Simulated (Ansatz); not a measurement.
Reactions of C₂H₇ClSi, SMILES `C[SiH2]CCl`.

Gas-phase electronic energies from Ansatz, PBE0-D4/def2-TZVP geometries. CCSD(T)/CBS is the MP2 limit (def2-TZVPP, def2-QZVPP) plus CCSD(T) − MP2 in def2-TZVPP, frozen cores. This one scheme is used for every species. def2 core potentials past Kr. For Se, Sn, Ti outer-core shells are correlated without core-valence functions, which leaves a few kJ/mol of doubt a bond. Scalar relativity is left out up to krypton. One conformer a species, not always the lowest.

(1) Order these by ΔE at CCSD(T)/CBS, lowest first. (Estimate.)
A. `C[SiH2]CCl` + CH₃NH₂ → `CN[SiH2]CCl` + CH₄
B. `C[SiH2]CCl` + `[SnH4]` → `ClC[SiH2][SnH3]` + CH₄
C. `C[SiH2]CCl` → `CCCl` + `[SiH2]`
D. `C[SiH2]CCl` + `[SH][Ti]([Cl])([Cl])[Cl]` → `C[SiH2][S][Ti]([Cl])([Cl])[Cl]` + `CCl`
E. `C[SiH2]CCl` + `CC[SiH3]` → `[SiH3]CCCCl` + `C[SiH3]`
F. `C[SiH2]CCl` → `CCl` + `C[SiH]`
G. `C[SiH2]CCl` + H₂Se → `ClC[SiH2][SeH]` + CH₄

Largest T1 diagnostic: 0.026, for `[SH][Ti]([Cl])([Cl])[Cl]`, so its coupled-cluster energy is less sure.

Answers

(1) D (-91.1 kJ/mol), G (-71.1 kJ/mol), A (-58.0 kJ/mol), B (-36.2 kJ/mol), E (+22.8 kJ/mol), F (+229.4 kJ/mol), C (+262.6 kJ/mol).
